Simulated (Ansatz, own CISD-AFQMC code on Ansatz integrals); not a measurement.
CH2N2, SMILES `N=C=N` (charge 0, multiplicity 1).

Cartesian coordinates (Å):
SMILES: N=C=N
```xyz
5

N     -1.1963     0.1245     0.0076
C     -0.0021     0.1071     0.2502
N      1.1886     0.2746     0.4494
H     -1.8459    -0.3381     0.6286
H      1.8601    -0.3916     0.0929
```
Charge 0, spin multiplicity 1.

Frozen-core correlation energies in cc-pVDZ at a geometry from B3LYP-D3(BJ)/def2-TZVP, on an HF energy of -147.91262 Ha (<S^2> = 0.00). Wave-function levels are from Ansatz, the walk from an own CISD-AFQMC code on Ansatz integrals (time step 0.005/Ha, trial state from CCSD amplitudes, largest double 0.06).

```csv
level,correlation energy (mHa)
MP2,-448.4
CCSD,-461.1
CCSD(T),-480.1
CCSDT(Q),-482.5
```

Question: What correlation energy does phaseless AFQMC give, and where does it lie among these levels?

Answer: -482.1 ± 0.4 mHa (one standard error). AFQMC minus each level: MP2 -33.7 mHa, CCSD -21.0 mHa, CCSD(T) -2.1 mHa, CCSDT(Q) +0.3 mHa.
